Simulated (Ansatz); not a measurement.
## Molecular dynamics of C₃H₁₃NSi₂

Input file:

```yaml
crystal:
  periodic: [false, false, false]
  atoms:
    - { symbol: Si, position_ang: [0.009772, -0.038565, 0.06148] }
    - { symbol: C, position_ang: [0.209369, -0.033692, 1.945405] }
    - { symbol: H, position_ang: [-0.760246, -0.089924, 2.47214] }
    - { symbol: H, position_ang: [0.823802, -0.889795, 2.278118] }
    - { symbol: H, position_ang: [0.714471, 0.891414, 2.279374] }
    - { symbol: H, position_ang: [1.32742, 0.146138, -0.546027] }
    - { symbol: Si, position_ang: [-1.353309, 1.67343, -0.606254] }
    - { symbol: H, position_ang: [-2.679498, 1.594713, -0.003081] }
    - { symbol: H, position_ang: [-0.780738, 2.961071, -0.225366] }
    - { symbol: H, position_ang: [-1.535946, 1.693794, -2.053808] }
    - { symbol: "N", position_ang: [-0.474731, -1.717093, -0.43419] }
    - { symbol: C, position_ang: [-1.848152, -2.130494, 0.052254] }
    - { symbol: H, position_ang: [-1.90014, -2.009274, 1.155921] }
    - { symbol: H, position_ang: [-2.700166, -1.557638, -0.400178] }
    - { symbol: H, position_ang: [-2.011665, -3.206459, -0.183977] }
    - { symbol: C, position_ang: [-0.409566, -1.926818, -1.933366] }
    - { symbol: H, position_ang: [-1.163686, -1.343707, -2.524801] }
    - { symbol: H, position_ang: [0.603137, -1.647643, -2.297574] }
    - { symbol: H, position_ang: [-0.575126, -3.004757, -2.159468] }
basis:
  gaussian: { orbitals: STO-3G }
hamiltonian:
  xc: revpbe
md:
  timestep: 0.5
  n_steps: 100
  ensemble: nve
  temperature: 400.0
  initial_velocities: maxwell_boltzmann
  seed: 943731
  masses: [{ species: H, mass: 10.0 }]
```

Command:

```bash
$ ansatz run input.yaml --threads 1 --pin off --max-ram 2048MiB --backend cpu --events-out ev --progress --plain --runs-dir out
```

It starts from a relaxed structure.

Output, in part (one step line in 4, the closing report, with atoms numbered from 0):

```
md step     0: t =     0.00 fs  T =   400.0 K  F+E_penalty+E_count = -20324.14230605 eV  E_kin = 0.878968 eV  conserved = -20323.26333805 eV  (23 SCF iters)
md step     4: t =     2.00 fs  T =   347.9 K  F+E_penalty+E_count = -20324.02733725 eV  E_kin = 0.764505 eV  conserved = -20323.26283200 eV  (20 SCF iters)
md step     8: t =     4.00 fs  T =   245.1 K  F+E_penalty+E_count = -20323.80051217 eV  E_kin = 0.538664 eV  conserved = -20323.26184867 eV  (20 SCF iters)
md step    12: t =     6.00 fs  T =   193.7 K  F+E_penalty+E_count = -20323.68717761 eV  E_kin = 0.425659 eV  conserved = -20323.26151869 eV  (20 SCF iters)
md step    16: t =     8.00 fs  T =   228.7 K  F+E_penalty+E_count = -20323.76471498 eV  E_kin = 0.502576 eV  conserved = -20323.26213932 eV  (20 SCF iters)
md step    20: t =    10.00 fs  T =   286.6 K  F+E_penalty+E_count = -20323.89272398 eV  E_kin = 0.629854 eV  conserved = -20323.26287043 eV  (20 SCF iters)
md step    24: t =    12.00 fs  T =   288.5 K  F+E_penalty+E_count = -20323.89693388 eV  E_kin = 0.633948 eV  conserved = -20323.26298572 eV  (20 SCF iters)
md step    28: t =    14.00 fs  T =   220.3 K  F+E_penalty+E_count = -20323.74656167 eV  E_kin = 0.484134 eV  conserved = -20323.26242748 eV  (20 SCF iters)
md step    32: t =    16.00 fs  T =   141.4 K  F+E_penalty+E_count = -20323.57246414 eV  E_kin = 0.310734 eV  conserved = -20323.26173008 eV  (19 SCF iters)
md step    36: t =    18.00 fs  T =   124.7 K  F+E_penalty+E_count = -20323.53575563 eV  E_kin = 0.274101 eV  conserved = -20323.26165476 eV  (19 SCF iters)
md step    40: t =    20.00 fs  T =   178.6 K  F+E_penalty+E_count = -20323.65461026 eV  E_kin = 0.392364 eV  conserved = -20323.26224599 eV  (20 SCF iters)
md step    44: t =    22.00 fs  T =   241.1 K  F+E_penalty+E_count = -20323.79260495 eV  E_kin = 0.529789 eV  conserved = -20323.26281559 eV  (20 SCF iters)
md step    48: t =    24.00 fs  T =   250.6 K  F+E_penalty+E_count = -20323.81344246 eV  E_kin = 0.550581 eV  conserved = -20323.26286119 eV  (20 SCF iters)
md step    52: t =    26.00 fs  T =   202.1 K  F+E_penalty+E_count = -20323.70656240 eV  E_kin = 0.444201 eV  conserved = -20323.26236174 eV  (20 SCF iters)
md step    56: t =    28.00 fs  T =   150.2 K  F+E_penalty+E_count = -20323.59183863 eV  E_kin = 0.330051 eV  conserved = -20323.26178808 eV  (20 SCF iters)
md step    60: t =    30.00 fs  T =   154.8 K  F+E_penalty+E_count = -20323.60205328 eV  E_kin = 0.340238 eV  conserved = -20323.26181556 eV  (20 SCF iters)
md step    64: t =    32.00 fs  T =   212.7 K  F+E_penalty+E_count = -20323.72981188 eV  E_kin = 0.467334 eV  conserved = -20323.26247780 eV  (20 SCF iters)
md step    68: t =    34.00 fs  T =   255.2 K  F+E_penalty+E_count = -20323.82384036 eV  E_kin = 0.560815 eV  conserved = -20323.26302508 eV  (20 SCF iters)
md step    72: t =    36.00 fs  T =   226.6 K  F+E_penalty+E_count = -20323.76069848 eV  E_kin = 0.497879 eV  conserved = -20323.26281987 eV  (20 SCF iters)
md step    76: t =    38.00 fs  T =   150.2 K  F+E_penalty+E_count = -20323.59210480 eV  E_kin = 0.330070 eV  conserved = -20323.26203518 eV  (20 SCF iters)
md step    80: t =    40.00 fs  T =   108.0 K  F+E_penalty+E_count = -20323.49885597 eV  E_kin = 0.237238 eV  conserved = -20323.26161779 eV  (19 SCF iters)
md step    84: t =    42.00 fs  T =   142.8 K  F+E_penalty+E_count = -20323.57577002 eV  E_kin = 0.313684 eV  conserved = -20323.26208633 eV  (20 SCF iters)
md step    88: t =    44.00 fs  T =   207.4 K  F+E_penalty+E_count = -20323.71838908 eV  E_kin = 0.455644 eV  conserved = -20323.26274556 eV  (20 SCF iters)
md step    92: t =    46.00 fs  T =   230.8 K  F+E_penalty+E_count = -20323.76996752 eV  E_kin = 0.507078 eV  conserved = -20323.26288992 eV  (20 SCF iters)
md step    96: t =    48.00 fs  T =   194.9 K  F+E_penalty+E_count = -20323.69069751 eV  E_kin = 0.428227 eV  conserved = -20323.26247043 eV  (23 SCF iters)
md step   100: t =    50.00 fs  T =   143.9 K  F+E_penalty+E_count = -20323.57809936 eV  E_kin = 0.316207 eV  conserved = -20323.26189236 eV  (23 SCF iters)
Total energy: -20323.57813742 eV, -746.8777207340 hartree
Atom 0 at     0.015904     0.033892     0.057458 Å, force     0.344778    -0.294623    -0.269200 eV/Å
Atom 1 at     0.206124    -0.078625     1.921779 Å, force    -1.208613     1.490776     1.269348 eV/Å
Atom 2 at    -0.830378     0.033413     2.354161 Å, force     0.652484     0.065104    -0.184148 eV/Å
Atom 3 at     0.562270    -1.000925     2.373162 Å, force     0.663019    -0.708927    -0.200386 eV/Å
Atom 4 at     0.791858     0.780670     2.360838 Å, force    -0.270881    -0.668075    -0.476359 eV/Å
Atom 5 at     1.279709     0.276282    -0.633129 Å, force     0.134961    -0.051701     0.077740 eV/Å
Atom 6 at    -1.350391     1.742214    -0.512130 Å, force     0.034381     0.029227    -0.135859 eV/Å
Atom 7 at    -2.647840     1.796583     0.164088 Å, force     0.125020    -0.045376    -0.108057 eV/Å
Atom 8 at    -0.682363     3.035499    -0.335839 Å, force    -0.141855    -0.121728    -0.128792 eV/Å
Atom 9 at    -1.539465     1.460622    -1.931327 Å, force    -0.293122     0.458553    -0.063407 eV/Å
Atom 10 at    -0.481701    -1.593593    -0.494979 Å, force    -0.206172    -1.126173    -0.451883 eV/Å
Atom 11 at    -1.800994    -2.126582     0.019558 Å, force     0.867638    -1.522185     0.594569 eV/Å
Atom 12 at    -1.920369    -1.928425     1.120030 Å, force     0.160927    -0.140955    -0.463762 eV/Å
Atom 13 at    -2.697231    -1.754859    -0.487058 Å, force    -0.764615     0.670364    -0.542483 eV/Å
Atom 14 at    -1.821726    -3.260395    -0.162847 Å, force     0.061911     1.069401     0.458220 eV/Å
Atom 15 at    -0.384900    -2.012992    -1.957314 Å, force    -3.069386     3.399902    -0.294186 eV/Å
Atom 16 at    -1.274873    -1.490555    -2.602563 Å, force     2.027363    -1.194716     1.087177 eV/Å
Atom 17 at     0.555314    -1.760932    -2.422855 Å, force     1.250993     0.674603    -0.307405 eV/Å
Atom 18 at    -0.511309    -3.065938    -2.076880 Å, force    -0.368828    -1.983470     0.138873 eV/Å
Dipole moment:    -0.100500     0.085061     0.004602 e Å
```

The run went to its last step. The conserved energy stayed within 0.097 meV per atom of its start (net change 0.076 meV per atom), so the integration is sound. A run of 0.05 ps of so small a system gives no equilibrium averages. Limits of this set-up: minimal basis.

The same pairs are bonded in the first frame and the last. Pairs count as bonded within 1.25 times the sum of covalent radii (0.12 Å more for H–H).

Last frame:

```xyz
19
Properties=species:S:1:pos:R:3
Si 0.016 0.034 0.058
C 0.206 -0.079 1.922
H -0.830 0.033 2.354
H 0.562 -1.001 2.373
H 0.792 0.781 2.361
H 1.280 0.276 -0.633
Si -1.350 1.742 -0.512
H -2.648 1.797 0.164
H -0.682 3.035 -0.336
H -1.540 1.461 -1.931
N -0.482 -1.594 -0.495
C -1.801 -2.127 0.020
H -1.920 -1.928 1.120
H -2.697 -1.755 -0.487
H -1.822 -3.260 -0.163
C -0.385 -2.013 -1.957
H -1.275 -1.491 -2.603
H 0.555 -1.761 -2.423
H -0.511 -3.066 -2.077
```

Run time: 4.7 min on 1 thread of Intel(R) Xeon(R) Platinum 8559C (Emerald Rapids) (shared host), peak memory 0.13 GiB.
